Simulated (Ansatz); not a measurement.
Reactions of `OC=CF`.

Computed with Ansatz on PBE0-D4/def2-TZVP structures; ΔE is electronic, products minus reactants. CCSD(T)/CBS is the MP2 limit (def2-TZVPP, def2-QZVPP) plus CCSD(T) − MP2 in def2-TZVPP, frozen cores. This one scheme is used for every species, atoms too. Double bonds are as drawn, so ΔE can hold a change between cis and trans. Functionals use def2-TZVPP. Open shells (•) are unrestricted, without spin–orbit coupling. Spin–orbit coupling would lower the free atoms: a little for C, F, O. def2 core potentials past Kr. Bonds to I are less sure, by a few kJ/mol each and by 10 to 20 or more in all where they break to atoms, as the def2 sets lack core-valence functions. Each species was taken in one conformer, which may not be the lowest.

| reaction | CCSD(T)/CBS(def2) (kcal/mol) |
| --- | --- |
| `O/C=C\F` → 2 C• + F• + 3 H• + O• | 673.7 |
| `O/C=C\F` → `C=C(O)F` | -6.6 |
| `O/C=C\F` + H₂S → `F/C=C\S` + H₂O | ? |
| `O/C=C\F` + HI → `F/C=C\I` + H₂O | -6.5 |
| `O/C=C\F` + CH₃OH → `CO/C=C/O` + H–F | -3.0 |
| `O/C=C\F` → `CC(=O)F` | -31.3 |
| `O/C=C\F` + HI → `O/C=C\I` + H–F | ? |

(1) Fill in the missing values. (Estimate.)

Largest T1 diagnostic: 0.014, for `CC(=O)F`.

Answers

(1) The calculation gave: `O/C=C\F` + H₂S → `F/C=C\S` + H₂O: -7.6 kcal/mol; `O/C=C\F` + HI → `O/C=C\I` + H–F: -14.3 kcal/mol.
